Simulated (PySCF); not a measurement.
C8H6Cl2O.
Geometry (PBE0-D3(BJ)/def2-SVP, Å), atoms numbered from 1 in this order:
```xyz
17
C8H6Cl2O angstrom
C      4.168    0.110    1.601
C      3.229   -0.094    0.858
C      2.190   -0.358   -0.040
C      0.860   -0.260   -0.298
C     -0.446    0.205    0.207
C     -1.587   -0.108   -0.750
C     -2.948    0.342   -0.265
Cl    -3.397   -0.478    1.254
Cl    -3.009    2.114   -0.060
C      1.674   -0.886   -1.284
O      1.835   -1.438   -2.337
H      4.996    0.292    2.261
H     -0.389    1.291    0.395
H     -0.631   -0.255    1.192
H     -1.405    0.370   -1.726
H     -1.641   -1.193   -0.933
H     -3.731    0.092   -0.990
```

Method: PBE0-D3(BJ)/def2-SVP geometry optimisation, gas phase (PySCF).

Masses are those of the commonest isotopes; rigid-rotor values at the optimised geometry. The values belong to one conformer with, in the numbering `[CH:1]#[C:2][c:3]1[c:4]([CH2:5][CH2:6][CH:7]([Cl:8])[Cl:9])[c:10]1=[O:11]`, C3–C4–C5–C6 -179°, C4–C5–C6–C7 180°, C5–C6–C7–Cl8 -62°.

What are A, B and C (MHz)?

Ia = 381.07, Ib = 1529.38, Ic = 1603.83 u·Å²; 505379 MHz·u·Å²/I gives A = 1326, B = 330.4, C = 315.1 MHz.

Classify the top.

A near-prolate asymmetric top; Ray's κ = -0.970.

Is it planar, by Δ = Ic − Ia − Ib?

Not planar: Δ = Ic − Ia − Ib = -306.62 u·Å². For a rigid frame Δ = −2 Σ m c², so Σ m c² = 153.31 u·Å² lies off the ab plane: 3.15 from hydrogen and 150.16 from heavier atoms. The atom farthest from that plane is 1.47 Å away.

Give the other two planar moments, Paa and Pbb, and the rms extents of the mass along the axes.

Paa = Σ m a² = (Ib + Ic − Ia)/2 = 1376.07 and Pbb = Σ m b² = (Ia + Ic − Ib)/2 = 227.76 u·Å². With the mass M = 187.98 u, the rms extents √(P/M) along a, b and c are 2.71, 1.10, 0.90 Å.

Where do the levels up to J = 5 lie, in MHz?

Above 0(0,0):
J = 1: 1(0,1) 646, 1(1,1) 1641, 1(1,0) 1657
J = 2: 2(0,2) 1936, 2(1,2) 2917, 2(1,1) 2963, 2(2,1) 5950, 2(2,0) 5951
J = 3: 3(0,3) 3872, 3(1,3) 4831, 3(1,2) 4923, 3(2,2) 7887, 3(2,1) 7888, 3(3,1) 12904, 3(3,0) 12904
J = 4: 4(0,4) 6453, 4(1,4) 7382, 4(1,3) 7535, 4(2,3) 10469, 4(2,2) 10472, 4(3,2) 15487, 4(3,1) 15487, 4(4,1) 22511, 4(4,0) 22511
J = 5: 5(0,5) 9677, 5(1,5) 10570, 5(1,4) 10801, 5(2,4) 13696, 5(2,3) 13703, 5(3,3) 18715, 5(3,2) 18715, 5(4,2) 25739, 5(4,1) 25739, 5(5,1) 34769, 5(5,0) 34769
The levels of one J sum to (2J + 1)J(J + 1)(A + B + C)/3.

Which types of transition are allowed, and where do some lines up to J = 2 fall?

The dipole components are |μa| = 0.97 D, |μb| = 2.36 D, |μc| = 0.07 D. The squared components, which scale the intensities, stand as 0.17 : 1.00 : 0.00 (a : b : c). Some lines, for components of 0.1 D or more:

```csv
type,branch,"J(Ka,Kc)",MHz,lower level (cm⁻¹)
a,R,"1(0,1) ← 0(0,0)",646,0.000
b,Q,"1(1,0) ← 1(0,1)",1011,0.022
b,Q,"2(1,1) ← 2(0,2)",1027,0.065
a,R,"2(1,2) ← 1(1,1)",1276,0.055
a,R,"2(0,2) ← 1(0,1)",1291,0.022
a,R,"2(1,1) ← 1(1,0)",1306,0.055
b,R,"1(1,1) ← 0(0,0)",1641,0.000
b,R,"2(1,2) ← 1(0,1)",2272,0.022
b,Q,"2(2,0) ← 2(1,1)",2987,0.099
b,Q,"2(2,1) ← 2(1,2)",3033,0.097
b,R,"2(2,1) ← 1(1,0)",4294,0.055
b,R,"2(2,0) ← 1(1,1)",4309,0.055
```

Not checked by PBE0-D3(BJ)/def2-SVP frequencies. These are rigid-rotor constants of the computed structure; measured ground-state constants (B0) also hold zero-point vibration. Quadrupole hyperfine structure (35Cl) is left out.
